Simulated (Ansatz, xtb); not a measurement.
# Ligand exchange: C2H7BO + In(CH3)2(OH) → CH5BO2 + In(CH3)3

Species: C2H7BO `CBOC`, singlet; In(CH3)2(OH), singlet; CH5BO2 `COBO`, singlet; In(CH3)3 (trimethylindium (TMIn)), singlet. The partners trade CH3 for OH: B–CH3 and In–OH bonds give way to B–OH and In–CH3.

Shapes, held fixed at every level: PBE0-D4/def2-TZVP. Flexible molecules stand in one conformer, not always the lowest. Programs: Ansatz 0.2.0, xtb 6.7.1. Electronic energies: no zero-point or thermal term.

| level | kind | ΔE (kJ/mol) | less CCSD(T)/def2-TZVPP | CPU time (sum over the molecules) |
| --- | --- | --- | --- | --- |
| GFN1-xTB | semi-empirical | -16.6 | +44.5 | 0.18 s |
| SPW92/def2-TZVPP | LDA | -60.1 | +1.0 | 19 s |
| PBE-D4/def2-TZVPP | GGA | -51.8 | +9.3 | 37 s |
| BHLYP-D4/def2-TZVPP | global hybrid | -62.1 | -1.0 | 45 s |
| r2SCAN0-D4/def2-TZVPP | global hybrid | -60.9 | +0.2 | 71 s |
| B2PLYP/def2-TZVPP | double hybrid | -55.7 | +5.4 | 76 s |
| MP2/def2-SVP | perturbation theory | -70.5 | -9.4 | – |
| CCSD/def2-TZVPP | coupled cluster or CI | -62.5 | -1.4 | – |
| CCSD(T)/def2-TZVPP | coupled cluster or CI | -61.1 | 0.0 | 35 min |

The highest level, CCSD(T)/def2-TZVPP, gives ΔE = -61.1 kJ/mol; the levels span -70.5 to -16.6. The column of differences is taken from that level and isn't an error. No measured value is set beside it here. For atoms past krypton def2 sets carry core potentials with scalar relativity. Outer-core shells of In are correlated, in sets that cover them unevenly. Times are processor times on shared x86 and Arm servers, and rough.
